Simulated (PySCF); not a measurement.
F₂Ge, SMILES [F][Ge][F], CAM-B3LYP/def2-SVP optimised geometry.

```
3

Ge    -0.76    -0.86     0.00
F      0.98    -0.86     0.00
F     -0.98     0.86     0.00
```

Density from PySCF 2.14.0 with CAM-B3LYP/def2-TZVP at that geometry.

Minimum of the electron density along straight lines between bonded atoms, close to the bond critical point (lines longer than 1.1 times the sum of covalent radii, or with two minima, are not listed):

| bond | length / Å | ρ at the minimum / e bohr⁻³ | ∇²ρ there / e bohr⁻⁵ | position (fraction from the first atom) |
|---|---|---|---|---|
| Ge1–F2 | 1.741 | 0.140 | 0.81 | 0.48 |
| Ge1–F3 | 1.741 | 0.140 | 0.81 | 0.48 |
